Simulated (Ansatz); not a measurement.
C3H6Si, SMILES `C=C=C[SiH3]` (charge 0, multiplicity 1).

Cartesian coordinates (Å):
```xyz
10

C      2.1528     0.3558     0.4883
C      1.0330    -0.0567    -0.0299
C     -0.1082    -0.4508    -0.5162
Si    -1.7301    -0.0487     0.3121
H      2.5793     1.3134     0.2138
H      2.6962    -0.2489     1.2047
H     -0.1081    -1.0335    -1.4354
H     -1.4698     0.7474     1.5306
H     -2.6006     0.7188    -0.6116
H     -2.4444    -1.2975     0.6727
```
Charge 0, spin multiplicity 1.

Frozen-core energies in 6-31g from Ansatz (a first-principles code) at a geometry from B3LYP-D3(BJ)/def2-TZVP; the HF reference has <S^2> = 0.00 and the T1 diagnostic is 0.012.

| level | energy (Ha) |
|---|---|
| HF | -405.85566 |
| MP2 | -406.17150 |
| CCSD | -406.21759 |
| CCSD(T) | -406.22878 |

Question: Estimate the energies of CCSDT and CCSDT(Q), and give each level's difference from CCSDT(Q).

Answer: 
```
level     energy (Ha)  difference from CCSDT(Q) (mHa)
--------  -----------  ------------------------------
MP2        -406.17150                           58.85
CCSD       -406.21759                           12.76
CCSD(T)    -406.22878                            1.58
CCSDT      -406.22957                            0.79
CCSDT(Q)   -406.23036                            0.00
```
